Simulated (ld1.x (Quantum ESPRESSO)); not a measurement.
## How hard is this Ga (Z = 31) TM potential?

ld1.x (Quantum ESPRESSO) 7.5 input, shortened:

```
&input
   title='Ga', zed=31., rel=1, dft='PBESOL', iswitch=3,
   config='[Ar] 3d10 4s2 4p0.5 4d-2'
 /
 &inputp
   pseudotype=2, tm=.true., lloc=0,
   nlcc=.true., rcore=1.05
 /
3
4P  2  1   0.50   0.00  2.10  2.10  0.0
4D  3  2  -2.00   0.30  1.95  1.95  0.0
4S  1  0   2.00   0.00  1.80  1.80  0.0
 &test
   configts(1)='4s2 4p0.5'
 /
```

The pseudo-atom Hamiltonian at the reference potential is diagonalised in spherical Bessel functions j_l(qr) that vanish at 20 bohr, with q² up to the cutoff. All-electron valence levels (Ry): 4p -0.4127, 4s -0.9154.

Question: How do the lowest levels (Ry) of each channel move with the cutoff, and are there ghosts?

Answer:

| cutoff (Ry) | p #1 | p #2 | d #1 | d #2 | s #1 | f #1 | f #2 | Σ f·Δε (mRy) |
| --- | --- | --- | --- | --- | --- | --- | --- | --- |
| 8 | -0.4071 | -0.0655 | -0.0506 | 0.0322 | -0.8866 | 0.0314 | 0.1424 | 60.4 |
| 10 | -0.4091 | -0.0658 | -0.0506 | 0.0322 | -0.9022 | 0.0314 | 0.1424 | 28.3 |
| 15 | -0.4123 | -0.0664 | -0.0508 | 0.0319 | -0.9108 | 0.0314 | 0.1424 | 9.5 |
| 18 | -0.4125 | -0.0664 | -0.0513 | 0.0313 | -0.9110 | 0.0314 | 0.1424 | 9.0 |
| 25 | -0.4126 | -0.0664 | -0.0531 | 0.0291 | -0.9124 | 0.0314 | 0.1424 | 6.0 |
| 30 | -0.4127 | -0.0664 | -0.0588 | 0.0228 | -0.9140 | 0.0314 | 0.1424 | 2.9 |
| 40 | -0.4127 | -0.0664 | -1.5798 | -0.0419 | -0.9153 | 0.0314 | 0.1424 | 0.3 |
| 45 | -0.4127 | -0.0664 | -2.2942 | -0.0438 | -0.9153 | 0.0314 | 0.1424 | 0.3 |
| 400 | -0.4127 | -0.0664 | -3.9222 | -0.0459 | -0.9154 | 0.0314 | 0.1424 | 0.0 |

Result: ghost state, extra bound levels that the all-electron valence spectrum of the same l lacks: d at -53.4 eV (a true bound ghost makes a file unfit for plane-wave use); 10 mRy is reached at 15 Ry and 1 mRy at 35 Ry.
